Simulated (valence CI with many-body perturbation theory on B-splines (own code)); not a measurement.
Forbidden lines of Hf XXII

Level of theory: configuration interaction combined with many-body perturbation theory (CI+MBPT): five valence electrons over a frozen Dirac-Fock core [Kr] 4d10, radial functions for each j: 7 s, 7 p, 7 d, 7 f, 4 g, 2 h, with the one-electron correlation potential Σ1 (screened to all orders), the two-electron term Σ2, the three-electron term Σ3, Breit, model QED; selected single and double excitations, second order for the rest, scaled by the run's own slope (own B-spline code, finite nucleus).

No measured levels were compared; by estimate terms of the open shell hold to a few per cent of their energy, and close levels can change places. Among the levels kept, up to 990 cm⁻¹ of a level comes from second order outside the variational space, and about a tenth of that is noise between levels of different J, which matters for small intervals. Only levels of the ground parity were solved; by the run's estimate the other parity begins above the list, which can be wrong where configurations are misplaced.

Lines 51 to 100 of 120 in falling wavelength, among levels below 261080 cm⁻¹, chosen from the decays that carry over 1 % of a level's rate. Wavelengths and rates use the calculated energies, so an error of 2000 cm⁻¹ moves a line at 499.7 nm by 10 % and its rate by three times that or more. Electric multipoles are in the length gauge, E1 and E2 with the static RPA response of the core. Weak lines are less certain than strong ones. Lines between different terms over intervals too small for the method are left out, as are lines whose strength nearly cancels. Where a level lies close to another of its J and parity, the split of strength between their lines is uncertain.

Names give the largest LS component (configuration and term), which can be under half, so a name can repeat, a term be missing and a line seem to break the LS rules; names also repeat where a configuration has a term twice. Letters in brackets count levels of one name in rising energy.

```
λ vac (nm)             Upper            Lower  Type   A (s⁻¹)  Branch %
     499.7   4f5 2G°_9/2 [a]  4f5 4I°_9/2 [a]    M1  3.75e+01      10.3
     498.5       4f5 6F°_1/2      4f5 6H°_5/2    E2  3.91e-03      71.3
     495.5   4f5 4G°_5/2 [a]      4f5 6F°_5/2    M1  6.24e+01      12.3
     493.5  4f5 4L°_13/2 [a]     4f5 6H°_15/2    M1  1.62e+00       1.1
     489.0       4f5 6F°_5/2      4f5 6H°_5/2    M1  3.51e+01      95.1
     480.9   4f5 4G°_5/2 [a]      4f5 6F°_3/2    M1  1.01e+02      19.8
     464.5      4f5 4L°_15/2     4f5 4M°_15/2    M1  5.31e+01      24.6
     449.3   4f5 4G°_9/2 [a]     4f5 6F°_11/2    M1  1.47e+01       7.6
     446.4       4f5 6P°_3/2  4f5 4G°_5/2 [a]    M1  1.59e+01      16.8
     438.3   4f5 4F°_5/2 [a]  4f5 4G°_5/2 [a]    M1  7.57e+01      17.8
     401.8  4f5 4L°_13/2 [a]     4f5 6H°_13/2    M1  7.95e+01      56.3
     396.7      4f5 4M°_17/2     4f5 6H°_15/2    M1  1.51e+01      26.9
     388.6   4f5 4G°_7/2 [a]      4f5 6F°_7/2    M1  5.40e+01      13.1
     386.2      4f5 6F°_11/2      4f5 6H°_9/2    M1  1.76e-01       1.7
     384.2   4f5 4F°_3/2 [a]      4f5 6F°_5/2    M1  4.20e+00       1.4
     378.6   4f5 4F°_3/2 [a]      4f5 6F°_1/2    M1  1.92e+02      63.2
     375.4   4f5 4F°_3/2 [a]      4f5 6F°_3/2    M1  7.84e+01      25.8
     355.2  4f5 4H°_11/2 [a]     4f5 6F°_11/2    M1  1.51e+01      21.7
     350.8       4f5 4P°_5/2      4f5 6F°_7/2    M1  8.63e+01      29.2
     345.6  4f5 4K°_11/2 [b]     4f5 6F°_11/2    M1  4.38e+00       1.2
     345.5   4f5 4G°_9/2 [a]      4f5 6F°_9/2    M1  6.93e+00       3.6
     342.0   4f5 4H°_7/2 [a]  4f5 4G°_5/2 [a]    M1  2.77e+01       9.9
     327.0  4f5 4L°_13/2 [a]     4f5 6H°_11/2    M1  5.80e+01      41.0
     325.1  4f5 4K°_15/2 [a]     4f5 6H°_15/2    M1  6.32e+01      31.1
     325.1   4f5 2G°_9/2 [a]     4f5 6F°_11/2    M1  1.51e+01       4.1
     323.2  4f5 4K°_11/2 [a]     4f5 6H°_11/2    M1  8.83e+01      39.8
     299.1   4f5 4G°_5/2 [a]      4f5 6H°_7/2    M1  1.64e+02      32.3
     288.9       4f5 4P°_5/2      4f5 6F°_5/2    M1  1.10e+02      37.2
     287.0  4f5 4H°_11/2 [a]      4f5 6F°_9/2    M1  2.25e+01      32.3
     283.9       4f5 4P°_5/2      4f5 6F°_3/2    M1  1.59e+01       5.4
     282.6  4f5 4K°_15/2 [a]     4f5 6H°_13/2    M1  1.62e+01       8.0
     280.1      4f5 4L°_15/2     4f5 6H°_15/2    M1  6.94e+01      32.1
     279.9   4f5 4G°_9/2 [a]      4f5 6F°_7/2    M1  1.10e+01       5.7
     273.7   4f5 4H°_7/2 [a]      4f5 6F°_9/2    M1  2.22e+01       7.9
     272.9   4f5 4I°_9/2 [a]      4f5 6H°_9/2    M1  6.68e+01      26.2
     271.1   4f5 4F°_5/2 [a]      4f5 6F°_7/2    M1  3.59e+01       8.4
     268.1  4f5 4K°_11/2 [a]      4f5 6H°_9/2    M1  1.32e+02      59.3
     267.0   4f5 2G°_9/2 [a]      4f5 6F°_9/2    M1  1.32e+02      36.3
     262.1   4f5 4G°_7/2 [a]      4f5 6H°_9/2    M1  2.07e+02      49.9
     248.8  4f5 4L°_13/2 [b]     4f5 6H°_13/2    M1  6.44e+01      25.4
     248.0      4f5 4L°_15/2     4f5 6H°_13/2    M1  7.37e+01      34.1
     246.1   4f5 4G°_5/2 [a]      4f5 6H°_5/2    M1  1.63e+02      32.1
     240.5   4f5 2P°_1/2 [a]      4f5 6F°_1/2    M1  7.79e+01      23.4
     239.2   4f5 4G°_9/2 [a]     4f5 6H°_11/2    M1  1.03e+02      53.5
     239.2   4f5 2P°_1/2 [a]      4f5 6F°_3/2    M1  2.49e+02      75.0
     238.1  4f5 4H°_11/2 [a]     4f5 6H°_13/2    M1  2.83e+00       4.1
     234.8       4f5 6P°_3/2      4f5 6F°_5/2    M1  4.76e+00       5.0
     232.7       4f5 6P°_3/2      4f5 6F°_1/2    M1  9.04e+00       9.6
     231.5       4f5 6P°_3/2      4f5 6F°_3/2    M1  4.47e+01      47.3
     230.9   4f5 4H°_7/2 [a]      4f5 6F°_7/2    M1  3.88e+01      13.8
```
